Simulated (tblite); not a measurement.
C$_{3}$H$_{9}$In (SMILES [CH3][In]([CH3])[CH3]), singlet, geometry from GFN2-xTB (such geometries of metal compounds can be far from the true shape); GFN1-xTB in tblite.

Here is a job for tblite.
```
$ tblite run mol.xyz --method gfn1 --charge 0 --spin 0 --grad --json tblite.json --no-restart

# file mol.xyz
13

In    -0.00027071     0.00058834    -0.00069908
C     -1.54741402    -1.60362658    -0.25516667
H     -1.47645898    -2.03150186    -1.25510468
H     -2.54532539    -1.18425536    -0.13021367
H     -1.39904443    -2.39480853     0.47847392
C     -0.16211960     1.91699700    -1.15548571
H      0.80256149     2.17280153    -1.59247574
H     -0.46352417     2.72452625    -0.48838330
H     -0.90066120     1.82322629    -1.95032013
C      1.71103614    -0.31596421     1.41393740
H      2.33646867     0.57422770     1.46297261
H      2.31750483    -1.15712290     1.07865522
H      1.33272866    -0.54035921     2.41094086
```

Task: Write the output that tblite gives for this input, abridged.

Result: 
```
xTB calculator
 | screened Coulomb repulsion
 | Coulomb electrostatics
 |  * isotropic Klopman-Ohno-Mataga-Nishimoto electrostatics
 |  * onsite third-order electrostatics
 | DFT-D3(BJ) dispersion correction

halogen bonding energy    0.0000000000000E+00 Eh
repulsion energy          1.6359058627904E-01 Eh
dispersion energy        -3.3456910555047E-03 Eh
number of electrons       2.4000000000000E+01 e
integral cutoff           4.0000000000000E+01 bohr

------------------------------------------------------------
  cycle        total energy    energy error   density error
------------------------------------------------------------
      1     -12.64324643289  -1.2803491E+01   5.4986830E-01
      2     -12.65217635725  -8.9299244E-03   3.1580577E-01
      3     -12.65263933062  -4.6297337E-04   2.9186850E-02
      4     -12.65340833793  -7.6900731E-04   2.7517613E-03
      5     -12.65341241879  -4.0808599E-06   4.4481438E-04
      6     -12.65341265112  -2.3232853E-07   9.2427531E-05
      7     -12.65341265608  -4.9634679E-09   4.6929783E-05
      8     -12.65341265866  -2.5779237E-09   2.7734641E-06
------------------------------------------------------------

electronic energy        -1.2813657553886E+01 Eh
total energy             -1.2653412658662E+01 Eh

Post processing:
 | Mayer-Wiberg bond orders

[Info] Tight-binding results written to 'tblite.txt'
[Info] JSON dump of results written to 'tblite.json'
```
